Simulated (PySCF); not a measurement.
CH$_{5}$BClSi, Al$_{2}$BH$_{4}$, AlBFH$_{2}$, AlBH$_{5}$ and others (calculated)

Calculation on a computer-drawn molecule: the log of a Hartree-Fock and frozen-core CCSD(T) single point meant for a local Hartree-Fock minimum, with one planted fault or none, to be diagnosed. Offsets are logged minus clean, where the clean run is the same molecule without the fault. The reference is restricted for singlets and unrestricted otherwise, and also for a bond in bohr or an excited solution. Adding or removing an electron swaps singlet and doublet. The excited solution moves the top pair (singlet) or top alpha electron (doublet) to the lowest empty orbital. Highest occupied and lowest empty are orbital energies over both spins, largest force is the largest gradient component, triples share is (T) over the correlation energy, the T1 limit is 0.02 restricted and 0.045 unrestricted, electrons count all cores, a negative frequency is imaginary (commonest isotopes), and the dipole is about the centre of nuclear charge. Program: PySCF 2.14.0.

Common to all runs: meant multiplicity 1; logged SCF converged yes; logged CC converged yes; logged SCF stable within its kind yes; possible faults no fault, one electron removed, one electron added, multiplicity raised by two, geometry at a saddle point, SCF held on an excited solution, minimal basis STO-3G, one bond length entered in bohr, all coordinates scaled.

(1) CH$_{5}$BClSi

Logged structure:
```xyz
9
CH5BClSi
B      0.7407    -0.0729    -0.0158
Si     0.3545     1.8230     0.7707
C      0.8140     1.8847     2.5596
Cl     1.6172     2.8162    -0.4911
H      1.0186    -1.0972    -0.5395
H     -1.0504     2.0548     0.4226
H      0.6700     2.9097     2.9135
H      1.8580     1.6128     2.7230
H      0.1682     1.2297     3.1499
```

* meant charge: 1
* meant basis: cc-pV(D+d)Z
* logged electrons: 47
* logged basis functions: 99
* logged spin squared: 0.7653
* logged highest occupied: -7.723 eV
* logged lowest empty: 1.5409 eV
* logged largest force: 0.067306 hartree/bohr
* logged T1 diagnostic: 0.010664
* logged D1 diagnostic: 0.030928
* logged triples share: 0.025765
* logged dipole magnitude: 2.2379 debye
* logged energy HF: -813.87067 hartree
* logged energy CCSD(T): -814.37965 hartree
* planted fault: one electron added
* HF energy offset from clean run: -150.8 kcal/mol
* CCSD(T) energy offset from clean run: -157.8 kcal/mol

Drawn bonds:
| atom | other atom | order |
| --- | --- | --- |
| 1 | 2 | 1 |
| 2 | 3 | 1 |
| 2 | 4 | 1 |
| 1 | 5 | 1 |
| 2 | 6 | 1 |
| 3 | 7 | 1 |
| 3 | 8 | 1 |
| 3 | 9 | 1 |

(2) Al$_{2}$BH$_{4}$

Logged structure:
```xyz
7
Al2BH4
B     -0.2972    -3.1135    -2.1697
Al    -0.8332    -1.3177    -1.0662
Al    -1.4994     0.9135     0.3047
H      0.6854    -3.1178    -2.8469
H     -0.9892    -4.0826    -2.0908
H     -2.4106     1.8944    -0.4967
H     -0.8980     0.9695     1.7435
```

- meant charge: 1
- meant basis: cc-pV(D+d)Z
- logged electrons: 34
- logged basis functions: 27
- logged spin squared: 0
- logged highest occupied: -11.516 eV
- logged lowest empty: 0.77474 eV
- logged largest force: 0.037284 hartree/bohr
- logged T1 diagnostic: 0.0090214
- logged D1 diagnostic: 0.024408
- logged triples share: 0.012337
- logged dipole magnitude: 0.29517 debye
- logged energy HF: -504.52364 hartree
- logged energy CCSD(T): -504.6483 hartree
- planted fault: minimal basis STO-3G
- HF energy offset from clean run: 3784 kcal/mol
- CCSD(T) energy offset from clean run: 3852 kcal/mol

Drawn bonds:
| atom | other atom | order |
| --- | --- | --- |
| 1 | 2 | 1 |
| 2 | 3 | 1 |
| 1 | 4 | 1 |
| 1 | 5 | 1 |
| 3 | 6 | 1 |
| 3 | 7 | 1 |

(3) AlBFH$_{2}$

Logged structure:
```xyz
5
AlBFH2
B      1.0801    -2.8664    -0.3345
Al    -0.1340    -1.4328    -1.4675
F     -1.0254    -0.3798    -2.3002
H      0.8298    -2.9507     0.8211
H      2.6266    -3.9744    -1.5174
```

- meant charge: 1
- meant basis: cc-pV(D+d)Z
- logged electrons: 28
- logged basis functions: 61
- logged spin squared: 0.7136
- logged highest occupied: -15.962 eV
- logged lowest empty: -5.9931 eV
- logged largest force: 0.015606 hartree/bohr
- logged T1 diagnostic: 0.073518
- logged D1 diagnostic: 0.2791
- logged triples share: 0.027357
- logged dipole magnitude: 4.4794 debye
- logged energy HF: -366.84343 hartree
- logged energy CCSD(T): -367.18118 hartree
- planted fault: one bond length entered in bohr, row 4 of the drawn bonds
- HF energy offset from clean run: 78.07 kcal/mol
- CCSD(T) energy offset from clean run: 78.35 kcal/mol

Drawn bonds:
| atom | other atom | order |
| --- | --- | --- |
| 1 | 2 | 1 |
| 2 | 3 | 1 |
| 1 | 4 | 1 |
| 1 | 5 | 1 |

Notes: T1 above single-reference limit.

(4) AlBH$_{5}$

Logged structure:
```xyz
7
AlBH5
B     -0.5191    -0.4668     0.6918
Al     0.3104    -1.8205     2.2238
H      0.1107     0.0473    -0.2215
H     -1.6802    -0.0833     0.6745
H      1.6867    -2.5694     1.7112
H      0.6610    -0.8742     3.5347
H     -0.7919    -2.9688     2.6556
```

- meant charge: -1
- meant basis: aug-cc-pV(D+d)Z
- logged electrons: 24
- logged basis functions: 100
- logged spin squared: 0
- logged highest occupied: -4.4156 eV
- logged lowest empty: 3.3154 eV
- logged largest force: 1.361e-05 hartree/bohr
- logged lowest frequency: 32.532 cm⁻¹
- logged T1 diagnostic: 0.01255
- logged D1 diagnostic: 0.029234
- logged triples share: 0.022695
- logged dipole magnitude: 2.5008 debye
- logged energy HF: -269.47206 hartree
- logged energy CCSD(T): -269.71603 hartree
- planted fault: no fault
- HF energy offset from clean run: 0 kcal/mol
- CCSD(T) energy offset from clean run: 0 kcal/mol

Drawn bonds:
| atom | other atom | order |
| --- | --- | --- |
| 1 | 2 | 1 |
| 1 | 3 | 1 |
| 1 | 4 | 1 |
| 2 | 5 | 1 |
| 2 | 6 | 1 |
| 2 | 7 | 1 |

(5) AlB$_{2}$ClH$_{4}$

Logged structure:
```xyz
8
AlB2ClH4
B     -1.9970    -0.3138     0.0000
Al    -0.0614     0.6973     0.0000
B      1.8342    -0.3842     0.0000
Cl     3.3687     0.5135     0.0000
H     -3.0377     0.2915     0.0000
H     -2.1016    -1.5140     0.0000
H      0.0116     2.2844     0.0000
H      1.9832    -1.5747     0.0000
```

* meant charge: 0
* meant basis: cc-pV(D+d)Z
* logged electrons: 44
* logged basis functions: 94
* logged spin squared: 0
* logged highest occupied: -9.5976 eV
* logged lowest empty: -0.26914 eV
* logged largest force: 5.766e-05 hartree/bohr
* logged lowest frequency: -198.87 cm⁻¹
* logged T1 diagnostic: 0.013325
* logged D1 diagnostic: 0.047242
* logged triples share: 0.025565
* logged dipole magnitude: 1.5621 debye
* logged energy HF: -753.08331 hartree
* logged energy CCSD(T): -753.51114 hartree
* planted fault: geometry at a saddle point
* HF energy offset from clean run: 4.783 kcal/mol
* CCSD(T) energy offset from clean run: 5.156 kcal/mol

Drawn bonds:
| atom | other atom | order |
| --- | --- | --- |
| 1 | 2 | 1 |
| 2 | 3 | 1 |
| 3 | 4 | 1 |
| 1 | 5 | 1 |
| 1 | 6 | 1 |
| 2 | 7 | 1 |
| 3 | 8 | 1 |

(6) AlB$_{2}$H$_{5}$O

Logged structure:
```xyz
9
AlB2H5O
B     -0.5254    -0.3236    -1.3288
Al    -0.1925     1.4726    -0.1935
B     -1.7662     2.6920     0.7340
O     -1.5041     3.8177     1.4397
H     -0.5524    -1.4191    -0.8254
H     -0.7001    -0.3193    -2.5219
H      1.3197     1.9664    -0.0050
H     -2.9436     2.4281     0.6667
H     -0.5874     4.0382     1.5019
```

- meant charge: 0
- meant basis: cc-pV(D+d)Z
- logged electrons: 36
- logged basis functions: 90
- logged spin squared: 2.0122
- logged highest occupied: -6.6046 eV
- logged lowest empty: -0.66456 eV
- logged largest force: 0.024848 hartree/bohr
- logged T1 diagnostic: 0.023703
- logged D1 diagnostic: 0.10994
- logged triples share: 0.027326
- logged dipole magnitude: 0.53926 debye
- logged energy HF: -368.95095 hartree
- logged energy CCSD(T): -369.41872 hartree
- planted fault: multiplicity raised by two
- HF energy offset from clean run: 56.28 kcal/mol
- CCSD(T) energy offset from clean run: 61.17 kcal/mol

Drawn bonds:
| atom | other atom | order |
| --- | --- | --- |
| 1 | 2 | 1 |
| 2 | 3 | 1 |
| 3 | 4 | 1 |
| 1 | 5 | 1 |
| 1 | 6 | 1 |
| 2 | 7 | 1 |
| 3 | 8 | 1 |
| 4 | 9 | 1 |
